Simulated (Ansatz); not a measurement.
System: sum formula SiNH$_{2}$, charge 1, multiplicity 1. It need not be the lowest isomer of its formula. 
Coordinates optimised at B3LYP-D3(BJ)/def2-TZVP (Ansatz, a first-principles code):
```
Si
N 1 1.5054
H 2 1.0072 1 167.95
H 1 1.4663 2 168.48 3 180.00
```
Charge +1, spin multiplicity 1.

Basis-set convergence of Hartree-Fock and CCSD(T) correlation energies (hartree) with Ansatz. Correlated levels leave the core frozen unless marked. No spin-orbit coupling. No relativistic terms.

```csv
basis,functions,E(HF),"E(corr, CCSD(T))"
def2-SVP,42,-344.04278,-0.28207
def2-TZVPP,101,-344.21294,-0.33404
def2-QZVPP,187,-344.22435,-0.35267
```

Extrapolating the two largest sets (X = 3 and 4) as X^-3: E(corr) = (64·(-0.35267) - 27·(-0.33404))/37 = -0.3663 Eh, an estimate of the basis-set limit. The largest set recovers 96.3 % of it, the smallest 77.0 %.
